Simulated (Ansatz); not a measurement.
CH7BGeOSi can be A, `OB1C[SiH]1[GeH3]`, or B, `B[SiH]([GeH3])C=O`.

Program: Ansatz. Geometries: PBE0-D4/def2-TZVP. ΔE: electronic, gas phase. CCSD(T)/CBS adds triple-zeta CCSD(T) − MP2 to the extrapolated MP2 energy (def2 sets, frozen cores). Functionals use def2-TZVPP. B3LYP here is the variant with VWN-RPA as its local correlation; programs differ in this. For Ge outer-core shells are correlated without core-valence functions, which leaves a few kJ/mol of doubt a bond. Scalar relativity is left out up to krypton. One conformer a species, not always the lowest.

**Question.** Which is lower in electronic energy at CCSD(T)/CBS, and by how much? (An estimate is asked.)

**Answer.** Ansatz gave: A, by 173.9 kJ/mol.

**Question.** Give E(B) − E(A) in kJ/mol with HF/def2-TZVPP, MP2/def2-TZVPP, PBE-D4, CCSD/def2-TZVPP, r2SCAN-D4, PBE0-D4, B3LYP. (Estimate.)

**Answer.** The calculation gave: HF/def2-TZVPP 136.1, MP2/def2-TZVPP 184.9, PBE-D4 173.3, CCSD/def2-TZVPP 167.2, r2SCAN-D4 178.5, PBE0-D4 183.9, B3LYP 159.7. None reverses the order clearly.

Largest T1 diagnostic: 0.015.

From PBE to PBE0 (25 % exact exchange), in def2-TZVPP and without D4, E(B) − E(A) moves by +10.6 kJ/mol. In def2-TZVPP, CCSD(T) changes the Hartree–Fock value by +33.0 kJ/mol (the triples alone add +1.9 kJ/mol) and MP2 by +48.8 kJ/mol.
